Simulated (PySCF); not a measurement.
H7Si3, SMILES [SiH2][SiH2][SiH3] (connectivity only; charge and spin as stated), charge +1, multiplicity 1.

Coordinates come from a B3LYP-D3(BJ)/def2-SVP optimisation. The spin state was assumed, not searched. The isomer is the one that the SMILES or the coordinates give; other isomers of the formula were not compared.

Two levels are set side by side: PBE/def2-TZVPD (PySCF) and HF/def2-TZVPD (PySCF). Same geometry, gas phase. Differences are taken from unrounded values.

| quantity | HF | PBE | PBE minus HF |
|---|---|---|---|
| orbital gap (eV) | 9.60 | 2.49 | -7.11 |
| highest occupied level (eV) | -15.25 | -12.12 | 3.13 |
| lowest empty level (eV) | -5.64 | -9.63 | -3.98 |
| mean polarisability (bohr³) | 79.3 | 91.5 | 12.2 |

PBE's occupied levels lie high since its potential decays too fast outside the molecule; exact exchange lowers them and widens the gap. Loosely held outer electrons make PBE densities more polarisable. Differences between two approximate levels are no errors against the true value.

Rough cost on one machine, each run with all the roots and properties that it gave: HF against PBE about 1/4.
